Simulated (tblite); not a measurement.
Record of a relaxation.

Species: C₃H₄F₃O₃S (charge -1).
Bonds: C1–S2, S2–O3 (double), S2–O4 (double), S2–C5, C5–O6, O6–C7, C7–F8, C7–F9, C7–F10. Hydrogens: H11, H12, H13 on C1; H14 on C5.
Bond orders are those of one Lewis drawing.

Computed with GFN2-xTB (tblite), gas phase: L-BFGS steps from a force-field or distance-geometry start until the largest atomic force falls under 0.01 eV/Å. 12 of its 92 geometries are shown.

Step 0: E = -1041.2980 eV, largest atomic force 4.388 eV/Å
```
atom  x, y, z in Å  |  force x, y, z in eV/Å
C1     -2.150   -0.683   -0.028   -2.408  -1.621  -0.736
S2     -0.927    0.464    0.536    2.916   1.801   1.474
O3     -1.564    1.788    0.729   -0.142  -1.286  -0.214
O4     -0.213   -0.020    1.766   -1.635   0.138  -1.466
C5      0.268    0.591   -0.758   -1.489   1.934  -0.996
O6      1.221   -0.395   -0.534    4.025  -0.969   1.454
C7      2.409    0.103    0.002   -2.727  -1.472  -0.452
F8      2.982    1.022   -0.851   -0.025  -0.948   1.452
F9      3.248   -1.025    0.113   -0.664   2.111   0.031
F10     2.234    0.656    1.261    1.211  -0.614  -2.115
H11    -2.962   -0.097   -0.531    0.606  -0.435   0.748
H12    -1.753   -1.357   -0.821    0.109   0.504   0.774
H13    -2.546   -1.318    0.793    0.121   0.564  -0.521
H14    -0.250    0.270   -1.698    0.101   0.293   0.568
```

Step 8: E = -1042.2754 eV, largest atomic force 0.192 eV/Å
```
atom  x, y, z in Å  |  force x, y, z in eV/Å
C1     -2.190   -0.712   -0.039   -0.104  -0.071  -0.045
S2     -0.878    0.501    0.515    0.029  -0.026   0.026
O3     -1.612    1.745    0.707   -0.038   0.013  -0.041
O4     -0.298   -0.062    1.722   -0.042  -0.009  -0.008
C5      0.307    0.692   -0.796   -0.084  -0.074   0.156
O6      1.278   -0.427   -0.529    0.019   0.041  -0.016
C7      2.357    0.043   -0.019    0.091   0.040   0.042
F8      2.998    0.971   -0.796    0.085  -0.069   0.005
F9      3.280   -0.948    0.136   -0.109   0.097  -0.004
F10     2.293    0.643    1.186    0.035  -0.080  -0.130
H11    -2.977   -0.112   -0.477    0.002  -0.045  -0.062
H12    -1.730   -1.363   -0.773   -0.064  -0.023   0.045
H13    -2.566   -1.286    0.797    0.090   0.070   0.070
H14    -0.261    0.312   -1.655    0.087   0.137  -0.038
```

Step 17: E = -1042.3203 eV, largest atomic force 0.163 eV/Å
```
atom  x, y, z in Å  |  force x, y, z in eV/Å
C1     -2.225   -0.739   -0.038    0.004  -0.066  -0.030
S2     -0.913    0.474    0.502    0.059   0.082   0.004
O3     -1.658    1.716    0.659   -0.041   0.070   0.002
O4     -0.383   -0.091    1.732    0.051   0.027  -0.062
C5      0.328    0.736   -0.723    0.017  -0.034   0.052
O6      1.299   -0.400   -0.555    0.004   0.075   0.029
C7      2.392    0.037   -0.040    0.074   0.054   0.045
F8      3.086    0.928   -0.820   -0.016  -0.066  -0.056
F9      3.281   -0.979    0.138   -0.146   0.068   0.024
F10     2.325    0.665    1.148    0.032  -0.118  -0.051
H11    -3.024   -0.180   -0.509    0.041  -0.033   0.060
H12    -1.781   -1.444   -0.728    0.005  -0.067   0.038
H13    -2.546   -1.224    0.874   -0.092  -0.039  -0.081
H14    -0.183    0.499   -1.662    0.009   0.048   0.025
```

Step 25: E = -1042.3376 eV, largest atomic force 0.115 eV/Å
```
atom  x, y, z in Å  |  force x, y, z in eV/Å
C1     -2.231   -0.775   -0.032   -0.014  -0.021  -0.001
S2     -0.931    0.480    0.493    0.076   0.036   0.031
O3     -1.695    1.713    0.636   -0.108  -0.039   0.009
O4     -0.383   -0.065    1.723   -0.025  -0.004   0.027
C5      0.337    0.788   -0.679    0.026  -0.055  -0.018
O6      1.291   -0.363   -0.559    0.020   0.040   0.055
C7      2.402    0.033   -0.049    0.093   0.016   0.061
F8      3.133    0.879   -0.851   -0.035  -0.053   0.010
F9      3.244   -1.017    0.144   -0.091   0.007  -0.036
F10     2.375    0.673    1.132   -0.023  -0.038  -0.088
H11    -3.025   -0.228   -0.525    0.063  -0.016  -0.033
H12    -1.794   -1.522   -0.684    0.057   0.076   0.020
H13    -2.591   -1.233    0.879    0.014   0.019   0.009
H14    -0.134    0.637   -1.652   -0.052   0.034  -0.045
```

Step 33: E = -1042.3536 eV, largest atomic force 0.182 eV/Å
```
atom  x, y, z in Å  |  force x, y, z in eV/Å
C1     -2.193   -0.797   -0.024   -0.060  -0.071  -0.080
S2     -0.951    0.496    0.508    0.041   0.057   0.028
O3     -1.792    1.680    0.640    0.055   0.106   0.007
O4     -0.383   -0.011    1.746   -0.038  -0.004  -0.004
C5      0.322    0.837   -0.653   -0.032   0.068   0.082
O6      1.256   -0.329   -0.552    0.026   0.117   0.009
C7      2.391    0.019   -0.061    0.110  -0.052   0.080
F8      3.168    0.807   -0.885   -0.122  -0.078   0.034
F9      3.164   -1.080    0.136    0.019  -0.006  -0.017
F10     2.425    0.677    1.111   -0.088  -0.041  -0.154
H11    -2.956   -0.267   -0.579    0.023  -0.009  -0.049
H12    -1.703   -1.540   -0.639    0.027  -0.049   0.058
H13    -2.616   -1.234    0.872    0.106  -0.007  -0.033
H14    -0.132    0.741   -1.642   -0.068  -0.032   0.039
```

Step 41: E = -1042.3944 eV, largest atomic force 0.123 eV/Å
```
atom  x, y, z in Å  |  force x, y, z in eV/Å
C1     -2.061   -0.837   -0.054    0.054   0.052   0.097
S2     -0.997    0.578    0.569    0.007  -0.058  -0.010
O3     -1.944    1.684    0.678    0.087   0.015  -0.063
O4     -0.447    0.114    1.831   -0.023  -0.029  -0.027
C5      0.290    0.994   -0.566   -0.107  -0.018   0.039
O6      1.154   -0.236   -0.546   -0.031  -0.049  -0.108
C7      2.339   -0.033   -0.103   -0.028  -0.044   0.040
F8      3.194    0.599   -0.982   -0.085   0.059   0.005
F9      2.962   -1.219    0.112    0.032  -0.054   0.061
F10     2.482    0.662    1.033    0.045   0.028  -0.015
H11    -2.753   -0.402   -0.765    0.023  -0.080   0.034
H12    -1.437   -1.597   -0.504    0.078   0.062  -0.026
H13    -2.571   -1.233    0.814   -0.057   0.038  -0.036
H14    -0.212    0.925   -1.539    0.006   0.078   0.009
```

Step 50: E = -1042.4143 eV, largest atomic force 0.082 eV/Å
```
atom  x, y, z in Å  |  force x, y, z in eV/Å
C1     -1.983   -0.862   -0.053    0.040   0.059   0.040
S2     -1.022    0.605    0.594    0.015   0.036   0.001
O3     -1.988    1.696    0.659   -0.054   0.004   0.000
O4     -0.507    0.159    1.878    0.002  -0.013  -0.021
C5      0.275    1.060   -0.498   -0.012   0.023   0.059
O6      1.093   -0.200   -0.572   -0.040  -0.036  -0.030
C7      2.290   -0.068   -0.134   -0.016  -0.030   0.022
F8      3.169    0.480   -1.045    0.022   0.030  -0.005
F9      2.833   -1.286    0.117    0.051  -0.057  -0.012
F10     2.503    0.648    0.976   -0.044   0.033  -0.023
H11    -2.617   -0.521   -0.860    0.028   0.007  -0.006
H12    -1.255   -1.589   -0.389   -0.031  -0.009   0.020
H13    -2.568   -1.236    0.775    0.013  -0.034  -0.019
H14    -0.226    1.112   -1.470    0.028  -0.014  -0.027
```

Step 58: E = -1042.4173 eV, largest atomic force 0.026 eV/Å
```
atom  x, y, z in Å  |  force x, y, z in eV/Å
C1     -1.950   -0.862   -0.049    0.007   0.003  -0.004
S2     -1.030    0.621    0.606    0.022   0.002  -0.008
O3     -2.015    1.696    0.666   -0.003  -0.011  -0.010
O4     -0.515    0.183    1.892    0.000   0.005   0.000
C5      0.272    1.078   -0.482   -0.003   0.005   0.013
O6      1.066   -0.200   -0.576   -0.010   0.002  -0.012
C7      2.268   -0.084   -0.145   -0.011  -0.004   0.020
F8      3.153    0.451   -1.061   -0.012   0.006  -0.009
F9      2.801   -1.306    0.112    0.021  -0.015  -0.006
F10     2.488    0.642    0.957   -0.003   0.001   0.013
H11    -2.555   -0.539   -0.886    0.003   0.013  -0.009
H12    -1.200   -1.580   -0.353   -0.002  -0.013   0.003
H13    -2.562   -1.249    0.753    0.001   0.006   0.013
H14    -0.223    1.147   -1.456   -0.011   0.002  -0.006
```

Step 66: E = -1042.4178 eV, largest atomic force 0.016 eV/Å
```
atom  x, y, z in Å  |  force x, y, z in eV/Å
C1     -1.946   -0.861   -0.049   -0.001  -0.001  -0.001
S2     -1.025    0.621    0.606    0.000   0.003  -0.010
O3     -2.014    1.692    0.661   -0.001   0.001   0.006
O4     -0.510    0.187    1.894   -0.006   0.006  -0.010
C5      0.273    1.076   -0.485   -0.004  -0.004   0.004
O6      1.063   -0.206   -0.574    0.003   0.004  -0.002
C7      2.264   -0.085   -0.144    0.001  -0.002   0.006
F8      3.142    0.461   -1.059    0.002   0.004   0.007
F9      2.807   -1.304    0.107    0.005  -0.005  -0.014
F10     2.479    0.636    0.963    0.001  -0.003   0.000
H11    -2.549   -0.530   -0.884    0.004  -0.006  -0.001
H12    -1.202   -1.586   -0.354   -0.001   0.004   0.007
H13    -2.560   -1.244    0.754   -0.003   0.002   0.004
H14    -0.224    1.143   -1.458   -0.002  -0.002   0.003
```

Step 74: E = -1042.4185 eV, largest atomic force 0.040 eV/Å
```
atom  x, y, z in Å  |  force x, y, z in eV/Å
C1     -1.940   -0.865   -0.044    0.004   0.021   0.023
S2     -1.028    0.627    0.602    0.011  -0.018  -0.007
O3     -2.023    1.695    0.645    0.021  -0.011   0.008
O4     -0.518    0.201    1.893   -0.020   0.015   0.004
C5      0.276    1.079   -0.481   -0.011   0.028   0.009
O6      1.059   -0.205   -0.580   -0.001  -0.007   0.029
C7      2.260   -0.090   -0.147    0.018  -0.007  -0.017
F8      3.132    0.486   -1.047    0.022   0.031  -0.007
F9      2.810   -1.314    0.064   -0.012   0.004   0.017
F10     2.475    0.600    0.981   -0.009  -0.034  -0.020
H11    -2.525   -0.555   -0.898   -0.017   0.006  -0.003
H12    -1.195   -1.600   -0.317    0.018  -0.010   0.009
H13    -2.567   -1.221    0.761   -0.018  -0.015  -0.016
H14    -0.218    1.160   -1.454   -0.007  -0.004  -0.032
```

Step 83: E = -1042.4203 eV, largest atomic force 0.019 eV/Å
```
atom  x, y, z in Å  |  force x, y, z in eV/Å
C1     -1.935   -0.865   -0.028    0.001   0.011   0.015
S2     -1.028    0.638    0.594    0.006   0.001  -0.003
O3     -2.021    1.708    0.619    0.003  -0.004  -0.002
O4     -0.522    0.234    1.894   -0.008   0.009   0.001
C5      0.277    1.075   -0.496    0.000  -0.001   0.015
O6      1.055   -0.215   -0.582    0.000   0.002  -0.001
C7      2.257   -0.096   -0.152    0.001  -0.001  -0.004
F8      3.107    0.575   -1.001    0.010   0.011  -0.009
F9      2.838   -1.319   -0.036    0.008  -0.012   0.004
F10     2.458    0.503    1.030   -0.006   0.000  -0.003
H11    -2.489   -0.583   -0.914    0.000   0.004  -0.010
H12    -1.186   -1.615   -0.244    0.002  -0.007  -0.009
H13    -2.596   -1.188    0.764   -0.012  -0.007   0.006
H14    -0.216    1.146   -1.470   -0.006  -0.004   0.000
```

Step 91: E = -1042.4205 eV, largest atomic force 0.007 eV/Å
```
atom  x, y, z in Å  |  force x, y, z in eV/Å
C1     -1.942   -0.864   -0.025    0.003   0.004   0.000
S2     -1.026    0.636    0.593    0.002  -0.001  -0.001
O3     -2.013    1.711    0.613    0.000  -0.005  -0.002
O4     -0.524    0.235    1.895   -0.003   0.002   0.001
C5      0.279    1.067   -0.498   -0.003  -0.003   0.002
O6      1.062   -0.220   -0.585    0.002   0.003   0.003
C7      2.262   -0.095   -0.152    0.001   0.000   0.002
F8      3.108    0.591   -0.994   -0.001  -0.003  -0.001
F9      2.853   -1.313   -0.044    0.001   0.002  -0.003
F10     2.454    0.497    1.035    0.003   0.000  -0.002
H11    -2.496   -0.577   -0.909   -0.003   0.001   0.002
H12    -1.198   -1.617   -0.247   -0.002  -0.001   0.003
H13    -2.603   -1.186    0.767    0.001   0.001  -0.007
H14    -0.216    1.136   -1.472    0.000   0.000   0.001
```

Q: Summarise the path.

A: The energy falls by 25.88 kcal/mol from step 0 to step 91; nine tenths of that is first reached at step 15. It rises by more than 0.2 meV at step 40. The largest force goes from 4.388 to 0.007 eV/Å. Among the bonds C5–O6 changes most, from 1.389 to 1.509 Å; the atoms move by 0.513 Å rms after alignment.

Q: Follow the three bonds and two angles with the largest change from start to end.

A: 
```json
{"step": "0", "E above end (kcal/mol)": "25.88", "largest force (eV/Å)": "4.388", "C5–O6 (Å)": "1.389", "O6–C7 (Å)": "1.395", "C1–S2 (Å)": "1.769", "C1–S2–O4 (°)": "112.4", "H11–C1–H12 (°)": "104.7"}
{"step": "4", "E above end (kcal/mol)": "4.09", "largest force (eV/Å)": "0.378", "C5–O6 (Å)": "1.496", "O6–C7 (Å)": "1.284", "C1–S2 (Å)": "1.889", "C1–S2–O4 (°)": "108.0", "H11–C1–H12 (°)": "109.6"}
{"step": "8", "E above end (kcal/mol)": "3.34", "largest force (eV/Å)": "0.192", "C5–O6 (Å)": "1.505", "O6–C7 (Å)": "1.283", "C1–S2 (Å)": "1.871", "C1–S2–O4 (°)": "106.0", "H11–C1–H12 (°)": "111.6"}
{"step": "12", "E above end (kcal/mol)": "2.85", "largest force (eV/Å)": "0.248", "C5–O6 (Å)": "1.502", "O6–C7 (Å)": "1.286", "C1–S2 (Å)": "1.869", "C1–S2–O4 (°)": "104.8", "H11–C1–H12 (°)": "112.8"}
{"step": "16", "E above end (kcal/mol)": "2.40", "largest force (eV/Å)": "0.183", "C5–O6 (Å)": "1.503", "O6–C7 (Å)": "1.285", "C1–S2 (Å)": "1.863", "C1–S2–O4 (°)": "104.6", "H11–C1–H12 (°)": "111.5"}
{"step": "20", "E above end (kcal/mol)": "2.14", "largest force (eV/Å)": "0.157", "C5–O6 (Å)": "1.497", "O6–C7 (Å)": "1.286", "C1–S2 (Å)": "1.879", "C1–S2–O4 (°)": "103.7", "H11–C1–H12 (°)": "111.3"}
{"step": "24", "E above end (kcal/mol)": "1.96", "largest force (eV/Å)": "0.124", "C5–O6 (Å)": "1.498", "O6–C7 (Å)": "1.285", "C1–S2 (Å)": "1.881", "C1–S2–O4 (°)": "104.1", "H11–C1–H12 (°)": "111.7"}
{"step": "28", "E above end (kcal/mol)": "1.80", "largest force (eV/Å)": "0.113", "C5–O6 (Å)": "1.499", "O6–C7 (Å)": "1.286", "C1–S2 (Å)": "1.885", "C1–S2–O4 (°)": "104.6", "H11–C1–H12 (°)": "111.7"}
{"step": "32", "E above end (kcal/mol)": "1.62", "largest force (eV/Å)": "0.158", "C5–O6 (Å)": "1.495", "O6–C7 (Å)": "1.285", "C1–S2 (Å)": "1.876", "C1–S2–O4 (°)": "104.9", "H11–C1–H12 (°)": "111.2"}
{"step": "36", "E above end (kcal/mol)": "1.21", "largest force (eV/Å)": "0.198", "C5–O6 (Å)": "1.505", "O6–C7 (Å)": "1.284", "C1–S2 (Å)": "1.866", "C1–S2–O4 (°)": "105.6", "H11–C1–H12 (°)": "112.7"}
{"step": "40", "E above end (kcal/mol)": "0.80", "largest force (eV/Å)": "0.360", "C5–O6 (Å)": "1.505", "O6–C7 (Å)": "1.285", "C1–S2 (Å)": "1.887", "C1–S2–O4 (°)": "105.3", "H11–C1–H12 (°)": "112.5"}
{"step": "44", "E above end (kcal/mol)": "0.41", "largest force (eV/Å)": "0.161", "C5–O6 (Å)": "1.512", "O6–C7 (Å)": "1.282", "C1–S2 (Å)": "1.861", "C1–S2–O4 (°)": "105.1", "H11–C1–H12 (°)": "111.2"}
{"step": "47", "E above end (kcal/mol)": "0.24", "largest force (eV/Å)": "0.122", "C5–O6 (Å)": "1.509", "O6–C7 (Å)": "1.283", "C1–S2 (Å)": "1.869", "C1–S2–O4 (°)": "104.5", "H11–C1–H12 (°)": "111.2"}
{"step": "51", "E above end (kcal/mol)": "0.12", "largest force (eV/Å)": "0.082", "C5–O6 (Å)": "1.505", "O6–C7 (Å)": "1.282", "C1–S2 (Å)": "1.866", "C1–S2–O4 (°)": "104.2", "H11–C1–H12 (°)": "112.0"}
{"step": "55", "E above end (kcal/mol)": "0.08", "largest force (eV/Å)": "0.031", "C5–O6 (Å)": "1.507", "O6–C7 (Å)": "1.282", "C1–S2 (Å)": "1.864", "C1–S2–O4 (°)": "104.1", "H11–C1–H12 (°)": "111.8"}
{"step": "59", "E above end (kcal/mol)": "0.07", "largest force (eV/Å)": "0.024", "C5–O6 (Å)": "1.508", "O6–C7 (Å)": "1.282", "C1–S2 (Å)": "1.864", "C1–S2–O4 (°)": "104.3", "H11–C1–H12 (°)": "111.7"}
{"step": "63", "E above end (kcal/mol)": "0.06", "largest force (eV/Å)": "0.020", "C5–O6 (Å)": "1.508", "O6–C7 (Å)": "1.282", "C1–S2 (Å)": "1.864", "C1–S2–O4 (°)": "104.4", "H11–C1–H12 (°)": "111.7"}
{"step": "67", "E above end (kcal/mol)": "0.06", "largest force (eV/Å)": "0.016", "C5–O6 (Å)": "1.508", "O6–C7 (Å)": "1.282", "C1–S2 (Å)": "1.863", "C1–S2–O4 (°)": "104.5", "H11–C1–H12 (°)": "111.7"}
{"step": "71", "E above end (kcal/mol)": "0.06", "largest force (eV/Å)": "0.026", "C5–O6 (Å)": "1.508", "O6–C7 (Å)": "1.282", "C1–S2 (Å)": "1.863", "C1–S2–O4 (°)": "104.4", "H11–C1–H12 (°)": "111.8"}
{"step": "75", "E above end (kcal/mol)": "0.04", "largest force (eV/Å)": "0.051", "C5–O6 (Å)": "1.507", "O6–C7 (Å)": "1.282", "C1–S2 (Å)": "1.864", "C1–S2–O4 (°)": "104.1", "H11–C1–H12 (°)": "111.5"}
{"step": "79", "E above end (kcal/mol)": "0.01", "largest force (eV/Å)": "0.024", "C5–O6 (Å)": "1.509", "O6–C7 (Å)": "1.282", "C1–S2 (Å)": "1.863", "C1–S2–O4 (°)": "104.2", "H11–C1–H12 (°)": "111.6"}
{"step": "83", "E above end (kcal/mol)": "0.00", "largest force (eV/Å)": "0.019", "C5–O6 (Å)": "1.509", "O6–C7 (Å)": "1.282", "C1–S2 (Å)": "1.863", "C1–S2–O4 (°)": "104.1", "H11–C1–H12 (°)": "111.8"}
{"step": "87", "E above end (kcal/mol)": "0.00", "largest force (eV/Å)": "0.013", "C5–O6 (Å)": "1.508", "O6–C7 (Å)": "1.282", "C1–S2 (Å)": "1.863", "C1–S2–O4 (°)": "104.2", "H11–C1–H12 (°)": "111.8"}
{"step": "91", "E above end (kcal/mol)": "0.00", "largest force (eV/Å)": "0.007", "C5–O6 (Å)": "1.509", "O6–C7 (Å)": "1.282", "C1–S2 (Å)": "1.864", "C1–S2–O4 (°)": "104.2", "H11–C1–H12 (°)": "111.7"}
```

The cost below is that of the whole relaxation. Time: 0.61 s. Hardware: one thread, Arm Neoverse V1 (aarch64), shared host with 32 logical CPUs at a one-minute load of 12.
